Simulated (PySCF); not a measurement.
The vertical singlet excitations below were computed for one of the candidates. Theory: TDDFT CAM-B3LYP/def2-SVPD, vertical, gas phase, core orbitals frozen in the response in PySCF 2.14.0, density-fitted response routines. Geometries: GFN2-xTB, one conformer each.

```tsv
state	E (eV)	f
S1	4.39	0.0002
S2	7.17	0.0034
S3	7.27	0.0048
S4	7.35	0.0095
S5	7.80	0.023
S6	7.95	0.033
S7	7.99	0.049
S8	8.24	0.034
```

Question: Which structure fits? All have the formula C4H10O2Si.
A. `C(C([SiH2]OC)=O)C`
B. `O=CCCC[SiH2]O`
C. `C=C(CC)O[SiH2]O`
D. `CC[C@H]1CO[SiH2]O1`
E. `C[Si@H](OC=C)OC`

Answer: B. Its S1 lies at 4.39 eV; the nearest of the others has S1 at 3.52 eV. S1 is HOMO→LUMO (89%). Löwdin shares by element: HOMO oxygen 50% or more, carbon 26% or more, hydrogen 9% or more (atoms not listed hold the other 16%); LUMO carbon 50% or more, oxygen 34% or more, hydrogen 7% or more. At the same level the other candidates give, for their lowest levels:
- `C=CO[Si@@H](C)OC`: 6.55 eV (f 0.020); 6.99 eV (f 0.428); 7.13 eV (f 0.079); 7.37 eV (f 0.015); 7.55 eV (f 0.005); T1 4.28 eV; HOMO -8.13, LUMO 1.16 eV
- `CC[C@H]1CO[SiH2]O1`: 7.19 eV (f 0.001); 7.43 eV (f 0.000); 7.53 eV (f 0.004); 7.66 eV (f 0.043); 8.41 eV (f 0.002); T1 6.82 eV; HOMO -9.40, LUMO 1.21 eV
- `CCC(=O)[SiH2]OC`: 3.52 eV (f 0.001); 5.95 eV (f 0.003); 6.52 eV (f 0.001); 6.84 eV (f 0.010); 7.38 eV (f 0.001); T1 2.88 eV; HOMO -8.12, LUMO 0.09 eV
- `C=C(CC)O[SiH2]O`: 6.37 eV (f 0.055); 6.67 eV (f 0.116); 7.42 eV (f 0.119); 7.62 eV (f 0.035); 7.73 eV (f 0.006); T1 4.39 eV; HOMO -8.21, LUMO 0.81 eV
Triplets come from the Tamm–Dancoff approximation.

Without π bonds the low states are Rydberg-like; a valence basis with one diffuse set may place them up to an eV too high.
